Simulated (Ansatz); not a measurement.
```yaml
crystal:
  periodic: [true, true, true]
  atoms:
    - {symbol: Cs, position_ang: [-2.358042, 0.796881, -0.603819]}
    - {symbol: Cs, position_ang: [2.447040, 0.482914, -0.582213]}
    - {symbol: I, position_ang: [-0.088998, -1.279794, 1.186032]}
basis:
  gaussian: {orbitals: def2-TZVPP}
magnetization: {spin_polarized: true, initial_magnetization: 1}
hamiltonian: {xc: {name: wB97X}}
scf: {lower_state_search: off}
```

```sh
$ ansatz run in.yaml --threads 4 --pin off --events-out ev --progress --plain --max-ram 3916MiB
```

Shortened log:

```
Error: YAML parse error: error: line 2 column 3: crystal: missing field `lattice` (a structure is typed as `lattice` and `atoms`, a molecule's as `atoms` in Å alone, or read from a run's directory, `checkpoint`)
 --> <input>:2:3
1 | crystal:
2 |   periodic: [true, true, true]
3 |   atoms:
4 |     - {symbol: Cs, position_ang: [-2.358042, 0.796881, -0.603819]}
```

In this input the species is marked periodic without a cell. The program refused the input.
